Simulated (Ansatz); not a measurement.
Reaction (substitution at a C–O bond): `C[O][In]([OH])[SH]` + `F[SiH2]N[SiH3]` → `CN([SiH3])[SiH2]F` + `[OH][In]([OH])[SH]`

Calculated with Ansatz (gas phase, PBE0-D4/def2-TZVP geometries, no zero-point term in ΔE). CBS: MP2 limit from def2 TZ/QZ plus the TZ coupled-cluster correction, frozen cores. This one scheme is used for every species. def2 core potentials past Kr. For In outer-core shells are correlated without core-valence functions, which leaves a few kJ/mol of doubt a bond. One conformer a species, not always the lowest.

```
             species  SCS-MP2/def2-TZVPP energy (Eh)
`C[O][In]([OH])[SH]`                      -778.47327
    `F[SiH2]N[SiH3]`                      -736.18521
 `CN([SiH3])[SiH2]F`                      -775.39297
`[OH][In]([OH])[SH]`                      -739.27394
```

Task: Work out ΔE.

Result: ΔE = (-775.39297) + (-739.27394) − (-778.47327) − (-736.18521) = -0.00843 Eh = -0.23 eV. CCSD(T)/CBS gives -0.23 eV.

Largest T1 diagnostic among the species: 0.016.

In def2-TZVPP, CCSD(T) changes the Hartree–Fock value by −0.14 eV (the triples alone add −0.01 eV) and MP2 by −0.18 eV. The D4 term adds −0.06 eV with B3LYP and −0.03 eV with PBE0; it sums over pairs of atoms, weighted by their polarisabilities, and B3LYP, whose exchange is more repulsive, gets the larger term.

B3LYP here is the variant with VWN-RPA as its local correlation; programs differ in this.
